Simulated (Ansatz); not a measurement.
The first iterations of a band of BBrH2S (5 atoms, charge 0, multiplicity 1).

All numbers below come from Ansatz 0.2.0, RKS B3LYP-D4/def2-SVP.

| Item | Value |
| --- | --- |
| movable images | 9 |
| climbing image | yes |
| spring | 5.0 eV/Å² |
| optimiser | quadratic models (default) |
| start path | through a guess of the saddle point |
| force threshold | 0.03 eV/Å |
| iteration limit | 60 |
| end points | relaxed |

Image 0:

```xyz
5
Properties=species:S:1:pos:R:3
S -1.320 -0.044 -0.291
B 0.406 -0.169 0.148
Br 1.032 -1.773 0.993
H -1.255 1.199 -0.824
H 1.188 0.713 -0.067
```

Image 10:

```xyz
5
Properties=species:S:1:pos:R:3
S -0.866 0.904 -0.608
B 0.563 0.085 0.071
Br 0.532 -1.674 0.838
H -1.782 -0.069 -0.383
H 1.603 0.680 0.040
```

| iteration | highest image above the first end (eV) | largest band force component (eV/Å) |
| --- | --- | --- |
| 1 | 91.609 | 356.072 |
| 2 | 59.515 | 256.866 |
| 3 | 28.003 | 131.763 |
| 4 | 13.924 | 63.445 |
| 5 | 6.542 | 26.327 |
| 6 | 3.774 | 13.168 |

Does the band converge within its limit, and where does its top end?

It converged. It ended after 18 iterations with the highest image 0.692 eV above the first end. A vibrational analysis at the climbing image gives one clearly imaginary mode, 541i cm⁻¹: a first-order saddle point.

The run took 2.3 min on 1 thread of AMD EPYC 9R45 96-Core Processor (Zen 5), on a shared host, peak memory 0.17 GiB.
